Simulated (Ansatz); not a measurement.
Geometry optimisation, RKS PBE0-D4/STO-3G in Ansatz.

The input (input.yaml):

```yaml
crystal:
  periodic: [false, false, false]
  atoms:
    - { symbol: Si, position_ang: [0.0, 0.0, 0.0] }
    - { symbol: F, position_ang: [0.0, 0.0, 1.59] }
    - { symbol: Cl, position_ang: [2.0086, 0.0, -0.7093] }
    - { symbol: Cl, position_ang: [-1.0032, 1.7381, -0.7093] }
    - { symbol: Cl, position_ang: [-1.0032, -1.7381, -0.7093] }
basis:
  gaussian: { orbitals: STO-3G }
hamiltonian:
  xc: pbe0
  dispersion: d4
relax:
  f_tol: 0.02
  max_steps: 40
output:
  orbitals: {}
```

Command:

```bash
$ ansatz run input.yaml --threads 1 --pin off --max-ram 2048MiB --backend cpu --events-out ev --progress --plain --runs-dir out
```

Where does it end, and by what steps?

The forces met the threshold. Limits of this set-up: minimal basis. After 3 steps the energy has fallen by 0.063 eV; Cl3 moved furthest, 0.04 Å.

```csv
step,energy less start (eV),largest force component (eV/Å),accepted
0,0.0000,1.608,yes
1,-0.0601,0.459,yes
2,-0.0630,0.126,yes
3,-0.0632,0.004,yes
```

```xyz
5
Properties=species:S:1:pos:R:3
Si 0.000 0.000 -0.015
F 0.000 0.000 1.596
Cl 1.970 0.000 -0.706
Cl -0.984 1.706 -0.707
Cl -0.984 -1.706 -0.707
```

Whether the end is a true minimum wasn't checked by a vibrational analysis.

Time of the run: 7.8 s on 1 thread of AMD EPYC 7R43 64-Core Processor (Zen 3), with other jobs on the host, peak memory 0.13 GiB.
